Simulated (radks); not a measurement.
The numbers below are computed, except where a source is named.
How relativity changes the ionisation of neutral rubidium ([Kr] 5s1) to Rb+ ([Kr]). Spin-unpolarised spherical Kohn-Sham, PBEsol, point nucleus unless stated (finite: rms radius 4.2036 fm), a radial shooting solver on a logarithmic mesh with Libxc functionals. A level marked "c x" has the speed of light scaled by that factor.

| level | E(Rb) (hartree) | E(Rb+) (hartree) | IE (eV) | HOMO | <r> HOMO (bohr) |
|---|---|---|---|---|---|
| non-rel. | -2937.93357 | -2937.78658 | 4.000 | 5s | 5.337 |
| scalar-rel. | -2979.34332 | -2979.19379 | 4.069 | 5s | 5.249 |
| scalar-rel., finite nucleus | -2979.31593 | -2979.16640 | 4.069 | 5s | 5.249 |
| Dirac | -2979.59921 | -2979.44968 | 4.069 | 5s1/2 | 5.249 |
| Dirac, finite nucleus | -2979.57179 | -2979.42226 | 4.069 | 5s1/2 | 5.249 |
| Dirac, c x 0.75 | -3014.21762 | -3014.06588 | 4.129 | 5s1/2 | 5.177 |
| Dirac, c x 3 | -2942.41729 | -2942.27004 | 4.007 | 5s1/2 | 5.327 |
| Dirac, c x 5 | -2939.54370 | -2939.39661 | 4.002 | 5s1/2 | 5.333 |

NIST Atomic Spectra Database: 4.177 eV (measured). The relativistic part of the total energy of Rb is -41.64 hartree (Dirac, finite nucleus), 1.4 % of the non-relativistic value. Spin polarisation and multiplet splitting of open shells are left out at every level.

Beside tabulated values, note that relativity, absent from the non-relativistic runs, is large for the heavy elements, and spin-unpolarised runs miss the spin-polarisation part of the exchange energy of open shells.
